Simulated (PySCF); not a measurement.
Species: C₃H₉ClGe.
Numbering: `[CH3:1][C:2]([CH3:3])([Cl:4])[GeH3:5]` (hydrogens: H6, H7, H8 on C1; H9, H10, H11 on C3; H12, H13, H14 on Ge5)

Method: PBE0-D3(BJ)/def2-SVP geometry optimisation, gas phase (PySCF); density fitting, grid level 1; the optimiser is geomeTRIC in internal coordinates, started from a GFN2-xTB structure with every atom displaced at random (about 0.01 Å).

Step 0: E = -72270.3859 eV
```
atom  x, y, z in Å  |  force x, y, z in eV/Å
C1      1.7370   -0.9478   -0.5960   -1.118   1.620  -0.161
C2      1.1280   -0.5113    0.7329    0.165  -0.172  -0.277
C3      1.6183    0.8506    1.1604    0.357  -0.492   0.928
Cl4     1.6799   -1.7119    1.9673    0.124  -0.267   0.393
Ge5    -0.8558   -0.6701    0.7958    0.699   0.441   0.197
H6      1.3724   -0.2263   -1.3727    0.281  -0.433   0.228
H7      1.3973   -1.9283   -0.8641   -0.154  -0.944  -0.305
H8      2.8203   -0.9037   -0.5788    0.561  -0.063   0.112
H9      1.2955    1.6116    0.4783   -0.347   0.743  -0.734
H10     1.2526    1.1048    2.1654   -0.069   0.045   0.003
H11     2.7185    0.8723    1.2128    0.034  -0.040  -0.079
H12    -1.2390   -2.0622    0.4794   -0.240  -1.102  -0.312
H13    -1.3491   -0.3313    2.1768   -0.066   0.152   0.613
H14    -1.5387    0.2708   -0.1548   -0.229   0.512  -0.605
```

Step 1: E = -72270.5171 eV
```
atom  x, y, z in Å  |  force x, y, z in eV/Å
C1      1.6890   -0.9212   -0.6013    0.094  -0.278   0.006
C2      1.1401   -0.5238    0.7536   -0.031  -0.010   0.101
C3      1.6182    0.8483    1.1874   -0.057   0.139  -0.118
Cl4     1.7346   -1.7357    1.9952   -0.060   0.091  -0.136
Ge5    -0.8377   -0.6752    0.8065   -0.177  -0.094  -0.029
H6      1.3357   -0.2200   -1.3720   -0.012   0.057  -0.035
H7      1.3637   -1.9379   -0.8850    0.083   0.141   0.026
H8      2.7941   -0.9009   -0.5913   -0.106  -0.009  -0.023
H9      1.2947    1.6178    0.4597    0.015  -0.139   0.091
H10     1.2248    1.1228    2.1747   -0.014   0.014   0.064
H11     2.7175    0.8733    1.2390    0.048  -0.005   0.000
H12    -1.2431   -2.1360    0.4641    0.072   0.275   0.053
H13    -1.3411   -0.2910    2.2175    0.052  -0.041  -0.146
H14    -1.4532    0.2968   -0.2453    0.094  -0.140   0.148
```

Q: Estimate the geometry and energy of step 2. (The exact step hangs on the optimiser's Hessian estimate; all steps are aligned on step 1, rigid shifts and turns removed.)

A: E = -72270.5247 eV, largest force 0.061 eV/Å
```
atom  x, y, z in Å  |  force x, y, z in eV/Å
C1      1.6912   -0.9264   -0.6015   -0.003  -0.012  -0.011
C2      1.1377   -0.5230    0.7524    0.012  -0.037   0.047
C3      1.6141    0.8497    1.1882    0.002   0.037  -0.034
Cl4     1.7284   -1.7344    1.9860   -0.009   0.007  -0.014
Ge5    -0.8374   -0.6737    0.8088   -0.021  -0.012  -0.013
H6      1.3397   -0.2236   -1.3745    0.008   0.003  -0.003
H7      1.3722   -1.9400   -0.8862    0.005   0.014   0.013
H8      2.7932   -0.9057   -0.5914   -0.003   0.007   0.002
H9      1.2838    1.6110    0.4618   -0.005  -0.010   0.012
H10     1.2222    1.1237    2.1785    0.005  -0.013  -0.001
H11     2.7150    0.8777    1.2360   -0.002   0.000  -0.002
H12    -1.2413   -2.1168    0.4652    0.005   0.011  -0.003
H13    -1.3363   -0.2938    2.2117    0.006   0.001   0.008
H14    -1.4453    0.2927   -0.2323    0.000   0.005  -0.001
```

The energy changes by -0.0076 eV. The first-order estimate −F·Δx gives -0.0148 eV and the mean of the old and new forces, exact on a quadratic surface, -0.0076 eV. The step makes an angle of 51° with the force vector and moves no atom by more than 0.019 Å.

What follows is the cost of the whole optimisation. On an AMD EPYC 7R43 with one thread, on a shared host, this took 28 s of wall time and 0.55 GiB of memory at its peak.
